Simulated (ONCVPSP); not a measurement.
Varying the ONCV potential for oxygen

Base potential:

ONCVPSP 4.0.1 input, shortened (lines: element, Z, core and valence counts, functional; n l f; lmax; l rc ep ncon nbas qcut; lloc lpopt rc5 dvloc0; l nproj debl; icmod fcfact rcfact), PBE, scalar-relativistic:

```
  O 8.00    1    2        4      upf
    1    0    2.00
    2    0    2.00
    2    1    4.00
    2
    0    0.60    0.00    3    7   12.20
    1    1.65    0.00    4    7    7.70
    2    1.40    0.43    5    8    7.50
    4    1    0.50    1.00
    0    2    3.40
    1    2    2.90
    2    3    0.90
    1    0.50    0.00
```

Cutoffs, loose and tight: the cutoffs (Ha) at which the residual kinetic energy of the hardest occupied pseudo-wave falls to 1 and 0.1 mHa per electron. They do not see the model core or the augmentation charge, which bear on the density cutoff. Test errors are all-electron minus pseudo excitation energies from the reference, over the configurations 2s2 2p3; 2s2 2p2; 2s2 2p1; 2s1 2p5. A dash means not determined; rows that change the core or the reference have their own tests.

A true bound ghost makes a file unfit for plane-wave use even where its test errors are small: the radial tests pick states by their node count and pass the ghost by.

```tsv
change	outcome	cutoff, loose	cutoff, tight	bound ghosts	GHOST(+) flags above zero	largest test error (meV)
base	generated	41 Ha	353 Ha	s, d	d	+1355
d: qcut 4.6	generated	41 Ha	353 Ha	s, d	none	+1355
d: qcut 6	generated	41 Ha	353 Ha	s, d	d	+1355
d: qcut 6.7	generated	41 Ha	353 Ha	s, d	d	+1355
d: qcut 8.1	generated	41 Ha	353 Ha	s, d	none	+1355
d: qcut 9	generated	41 Ha	353 Ha	s	none	+1355
d: qcut 10	generated	41 Ha	353 Ha	s	none	+1355
d: qcut 11.1	generated	41 Ha	353 Ha	s	none	+1355
```

Reading the sweep of the qcut of the d channel (base included, trends over the rows without a ghost): Bound ghosts are found at 4.6, 6, 6.7, 7.5, 8.1, 9, 10, 11.1 1/bohr. Every judged row has one, so this setting neither creates nor removes them.
